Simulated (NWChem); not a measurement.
Molecule: SiH3F; SMILES F[SiH3]

```xyz
5

Si     0.0000     0.0000    -0.4569
F      0.0000     0.0000     1.1819
H      1.0052     1.0052    -0.9391
H      0.3679    -1.3731    -0.9391
H     -1.3731     0.3679    -0.9391
```
Atoms are numbered in this order, from 1.

STO-3G and 3-21G are far too small for this property and stand as cheap habits. The geometry was optimised at PBE-D3(BJ)/def2-SVP.

**Question.** List the 4 lowest vertical singlet excitations from PBE0/3-21G, TDA (NWChem).

**Answer.** 
| state | energy (eV) | oscillator strength | leading excitation (squared amplitude) |
|---|---|---|---|
| S1 | 8.35 | 0.001 | HOMO → LUMO (0.98) |
| S2 | 8.35 | 0.001 | HOMO−1 → LUMO (0.98) |
| S3 | 10.39 | 0.000 | HOMO−1 → LUMO+1 (0.50) |
| S4 | 10.59 | 0.006 | HOMO−2 → LUMO (0.64) |
